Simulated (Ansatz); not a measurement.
Two isomers of C6H14F2Si: A = `CC(C)(C)C[Si](C)(F)F`, B = `CC(C)[Si](F)(F)C(C)C`.

Isolated molecules relaxed with PBE0-D4/def2-TZVP in Ansatz; ΔE leaves out vibrations. CBS: MP2 limit from def2 TZ/QZ plus the TZ coupled-cluster correction, frozen cores. DFT in def2-TZVPP. B3LYP here is the variant with VWN-RPA as its local correlation; programs differ in this. One conformer a species, not always the lowest.

Question: Which isomer does CCSD(T)/CBS put lower? Give the gap. (An estimate is asked.)

Answer: Ansatz gave: A, by 31.3 kJ/mol.

Question: Give E(B) − E(A) in kJ/mol with CCSD/def2-TZVPP, B3LYP-D4, B3LYP, CCSD(T)/def2-SVP, MP2/def2-TZVPP, B2PLYP, PBE-D4. (Best estimate.)

Answer: Computed: CCSD/def2-TZVPP 29.9, B3LYP-D4 25.5, B3LYP 23.4, CCSD(T)/def2-SVP 29.5, MP2/def2-TZVPP 33.8, B2PLYP 27.5, PBE-D4 24.7. None reverses the order clearly.

Largest T1 diagnostic: 0.010.

In def2-TZVPP, CCSD(T) changes the Hartree–Fock value by +7.2 kJ/mol (the triples alone add +1.2 kJ/mol) and MP2 by +9.9 kJ/mol. Leaving LDA and LC-ωPBE aside and taking each functional with its dispersion term where it has one, the values, not all of them listed here, spread over 11.0 kJ/mol, from BLYP-D4 to B97M-V. LDA lies +10.6 kJ/mol from PBE without D4.
